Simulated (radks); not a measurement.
Values are calculated unless marked as measured or tabulated.
Hf+, configuration [Kr] 4d10 4f14 5s2 5p4 5d3 6s2 (not the ground configuration). Code: a radial shooting solver on a logarithmic mesh with Libxc functionals. Model: scalar-relativistic Kohn-Sham, PBE, spin-unpolarised, spherical densities, point nucleus.

Radial electron density D(r) = 4 pi r^2 rho(r):

r (bohr)  D(r) (e/bohr)
0.001296          10.19
0.001509          12.79
0.001771          16.16
0.002062          20.06
0.002419          25.00
0.002816          30.56
0.003279          37.00
0.003848          44.72
0.004479          52.84
0.005257          61.99
0.00612           70.88
0.007181          79.90
0.00836           87.49
0.009811          93.68
0.01142           97.18
0.0133            97.98
0.0156            96.05
0.01816           92.42
0.02132           88.45
0.02482           86.73
0.02912           89.31
0.0339            96.96
0.03978           109.4
0.04632           121.9
0.05392           130.3
0.06327           130.4
0.07366           121.9
0.08644           109.1
0.1006            101.1
0.1181            103.1
0.1375            112.5
0.1613            119.4
0.1878            112.8
0.2187            92.98
0.2566            69.98
0.2987            59.35
0.3505            62.72
0.4081            69.77
0.4789            68.88
0.5575            57.61
0.6542            41.27
0.7616            28.31
0.8867            20.10
1.041             15.00
1.211             11.43
1.422             8.082
1.655             5.486
1.942             3.632
2.261             2.577
2.653             1.851
3.089             1.281
3.596            0.7777
4.22             0.3793
4.912            0.1552
5.765           0.04667
6.711           0.01109
7.875          0.001702
9.168         0.0001948

D(r) has 4 maxima, at r = 0.0129, 0.0584, 0.163, 0.439 bohr, and minima at 0.0248, 0.106, 0.308 bohr, inside which lie 1.91, 11.06, 29.79 electrons.
